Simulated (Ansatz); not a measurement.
Isomers of CH3AlF2Si, relaxed with PBE0-D4/def2-TZVP in Ansatz; electronic energies, one conformer each and not always the lowest. Functionals use def2-TZVPP; CBS adds triple-zeta CCSD(T) − MP2 to the MP2 limit of def2-TZVPP and def2-QZVPP.

Q: Order them by energy at frozen-core CCSD(T)/CBS, lowest first. (Best estimate.)
A. `F[Si]1(F)[CH2][AlH]1`
B. `F[CH]1[SiH2][Al]1[F]`
C. `F[C@@H]1[AlH][Si@@H]1F`

A: A (0.0 kJ/mol), B (213.4 kJ/mol), C (273.7 kJ/mol).

Q: How do ωB97M-V, B3LYP-D4, r2SCAN-D4, PBE-D4 place them (kJ/mol, against `F[Si]1(F)[CH2][AlH]1`)? (Best estimate.)

A: The calculation gave: 
```json
{"isomer": "`F[CH]1[SiH2][Al]1[F]`", "ωB97M-V": "210.2", "B3LYP-D4": "201.6", "r2SCAN-D4": "205.0", "PBE-D4": "185.6"}
{"isomer": "`F[C@@H]1[AlH][Si@@H]1F`", "ωB97M-V": "266.7", "B3LYP-D4": "260.7", "r2SCAN-D4": "263.6", "PBE-D4": "244.5"}
```

B3LYP here is the variant with VWN-RPA as its local correlation; programs differ in this.
